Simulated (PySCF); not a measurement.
B3LYP has the VWN-RPA correlation part, as in Gaussian. 

Cartesian coordinates (Å):
```xyz
7

S      2.4747     0.1097    -0.8010
Sn     0.1831    -0.1700     0.0155
S     -0.9944     1.6611    -1.1347
S     -0.5667    -2.3594    -0.8531
H      2.9175    -0.9711    -0.1337
H     -2.0953     0.9099    -1.3136
H     -1.6831    -2.3668    -0.1027
```
Charge 0, spin multiplicity 2.

Problem. What is the computed dipole moment, highest occupied spin orbital and total energy (PySCF with B3LYP-D3(BJ)/def2-TZVP)?

Solution. 
```json
{
  "dipole_moment": "2.36 D",
  "highest_occupied_spin_orbital": "-6.23 eV",
  "total_energy": "-38393.52 eV"
}
```
